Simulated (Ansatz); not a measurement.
A search over several starts for the lowest SCF solution of CdI₂⁺ at the given spin, in a small basis.

```yaml
crystal:
  periodic: [false, false, false]
  atoms:
    - {symbol: Cd, position_ang: [-0.004033, -0.002331, -0.000017]}
    - {symbol: I, position_ang: [-0.014891, -0.019574, 2.587740]}
    - {symbol: I, position_ang: [0.018924, 0.021905, -2.587723]}
basis:
  gaussian: {orbitals: def2-SVP}
total_charge: 1
magnetization: {spin_polarized: true, initial_magnetization: 1}
hamiltonian: {xc: pbe0, dispersion: d4}
output: {orbitals: {seedname: orbitals}}
```

```sh
$ ansatz run in.yaml --threads 4 --pin off --events-out ev --progress --plain --max-ram 3916MiB
```

It prints (some lines left out):

```
Functional definition: PBE0
996 factors; integrals over basis functions are off by at most 3.1e-4 eV
mean field evaluation 1: about -20758.2471 eV, gradient 1.6e1 eV
mean field evaluation 2: about -20757.4464 eV, gradient 2.1e1 eV
mean field evaluation 4: about -20759.7983 eV, gradient 3.9e-1 eV
mean field evaluation 8: about -20759.9096 eV, gradient 5.0e-1 eV
mean field evaluation 16: about -20759.9121 eV, gradient 4.0e-5 eV
mean field evaluation 32: about -20759.9121 eV, gradient 5.1e-6 eV
mean field evaluation 64: about -20759.6121 eV, gradient 7.3e-1 eV
mean field evaluation 96: about -20759.9121 eV, gradient 1.3e-3 eV
mean field -20759.91205233 eV, -762.9126963492 hartree, gradient 5.1e-6 eV, S^2 0.755463; 12 other end points of the search recorded, 0 dependent functions left out
reference -20759.91207666 eV, -762.9126972435 hartree; 35, 34 occupied and 48, 49 virtual orbitals, 996 factors
Total energy: -20759.99938805 eV, -762.9159058778 hartree
```

It took 54 s on 4 threads of Intel Xeon on a shared host.

Other converged states that the search met: 0.30 eV higher (⟨S²⟩ = 0.75).

In the def2 sets Cd, I take a core potential; there is no spin–orbit coupling.
